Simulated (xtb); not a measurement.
GeI₄, SMILES [I][Ge]([I])([I])[I]. All values are semi-empirical tight-binding results from xtb (GFN2-xTB unless named), good for trends rather than for accurate numbers. Coordinates come from a GFN2-xTB optimisation. The isomer is the one that the SMILES or the coordinates give; other isomers of the formula were not compared.

For metal compounds this method's bond lengths and energies can be far off.

Computed properties:
point group as xtb finds it: Td
orbital gap: 2.67 eV
zero-point energy: 1.8 kcal/mol
G − E(el) at 298.15 K (modified RRHO): -22.6 kcal/mol
